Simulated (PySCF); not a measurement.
An unknown gives this computed stick spectrum. Level of theory: TDDFT CAM-B3LYP/def2-SVPD, vertical, gas phase, core orbitals frozen in the response (PySCF). Geometries: GFN2-xTB, one conformer each.

```json
{"state": "S1", "E (eV)": "5.48", "f": "0.070"}
{"state": "S2", "E (eV)": "5.55", "f": "0.209"}
{"state": "S3", "E (eV)": "6.32", "f": "0.0004"}
{"state": "S4", "E (eV)": "6.42", "f": "0.0043"}
{"state": "S5", "E (eV)": "6.70", "f": "0.0059"}
{"state": "S6", "E (eV)": "7.14", "f": "0.0045"}
{"state": "S7", "E (eV)": "7.23", "f": "0.132"}
{"state": "S8", "E (eV)": "7.54", "f": "0.025"}
```

**Question.** Which structure fits? All have the formula C6H7FSi.
A. `FC[SiH2]C#CC1=CC1`
B. `C#C/C=C(F)/C=C/[SiH3]`
C. `C1(C#C)C[SiH2][C@H](F)C=1`
D. `C=CC#CC(=C)[SiH2]F`
E. `C=C[Si@@H]1C=CC(F)=C1`

**Answer.** C. Its S1, at 5.48 eV, is the highest among the candidates; the nearest of the others has S1 at 4.72 eV. S1 is HOMO-1→LUMO (66%), HOMO→LUMO (24%). Löwdin shares by element: HOMO carbon 79% or more (atoms not listed hold the other 21%); LUMO carbon 72% or more (atoms not listed hold the other 28%). At the same level the other candidates give, for their lowest levels:
- `C=C[Si@@H]1C=CC(F)=C1`: 4.44 eV (f 0.044); 5.65 eV (f 0.013); 5.90 eV (f 0.014); 6.48 eV (f 0.052); 6.62 eV (f 0.004); T1 2.73 eV; HOMO -8.10, LUMO -0.49 eV
- `C=CC#CC(=C)[SiH2]F`: 4.69 eV (f 0.076); 4.87 eV (f 0.178); 5.37 eV (f 0.028); 6.23 eV (f 0.711); 6.43 eV (f 0.005); T1 3.10 eV; HOMO -8.08, LUMO -0.47 eV
- `C#C/C=C(F)/C=C/[SiH3]`: 4.72 eV (f 0.985); 5.17 eV (f 0.000); 5.94 eV (f 0.000); 6.42 eV (f 0.001); 6.45 eV (f 0.207); T1 2.60 eV; HOMO -7.92, LUMO -0.95 eV
- `FC[SiH2]C#CC1=CC1`: 4.54 eV (f 0.000); 4.80 eV (f 0.245); 5.44 eV (f 0.000); 6.37 eV (f 0.003); 6.52 eV (f 0.218); T1 2.96 eV; HOMO -8.30, LUMO -0.61 eV
Triplets come from the Tamm–Dancoff approximation.
